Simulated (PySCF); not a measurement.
**Radial density of F²⁺ (fluorine, charge +2)**

UHF, [He] 2s2 2p3, high-spin 4S determinant. All numbers are calculated (PySCF 2.14, no relativity, point nucleus, in def2-TZVPPD).

```json
{"r (bohr)": "0.00240", "4πr²ρ (e/bohr)": "0.03145", "4πr²(ρα − ρβ)": "0.0000"}
{"r (bohr)": "0.00404", "4πr²ρ (e/bohr)": "0.08664", "4πr²(ρα − ρβ)": "0.0000"}
{"r (bohr)": "0.00680", "4πr²ρ (e/bohr)": "0.2327", "4πr²(ρα − ρβ)": "0.0001"}
{"r (bohr)": "0.0114", "4πr²ρ (e/bohr)": "0.6064", "4πr²(ρα − ρβ)": "0.0002"}
{"r (bohr)": "0.0192", "4πr²ρ (e/bohr)": "1.490", "4πr²(ρα − ρβ)": "0.0007"}
{"r (bohr)": "0.0324", "4πr²ρ (e/bohr)": "3.336", "4πr²(ρα − ρβ)": "0.0029"}
{"r (bohr)": "0.0545", "4πr²ρ (e/bohr)": "6.363", "4πr²(ρα − ρβ)": "0.0138"}
{"r (bohr)": "0.0916", "4πr²ρ (e/bohr)": "9.337", "4πr²(ρα − ρβ)": "0.0690"}
{"r (bohr)": "0.154", "4πr²ρ (e/bohr)": "8.960", "4πr²(ρα − ρβ)": "0.3019"}
{"r (bohr)": "0.259", "4πr²ρ (e/bohr)": "5.013", "4πr²(ρα − ρβ)": "1.0788"}
{"r (bohr)": "0.436", "4πr²ρ (e/bohr)": "4.133", "4πr²(ρα − ρβ)": "2.5665"}
{"r (bohr)": "0.733", "4πr²ρ (e/bohr)": "5.404", "4πr²(ρα − ρβ)": "3.1458"}
{"r (bohr)": "1.23", "4πr²ρ (e/bohr)": "2.559", "4πr²(ρα − ρβ)": "1.3974"}
{"r (bohr)": "2.07", "4πr²ρ (e/bohr)": "0.2430", "4πr²(ρα − ρβ)": "0.1358"}
{"r (bohr)": "3.49", "4πr²ρ (e/bohr)": "0.001696", "4πr²(ρα − ρβ)": "0.0009"}
```
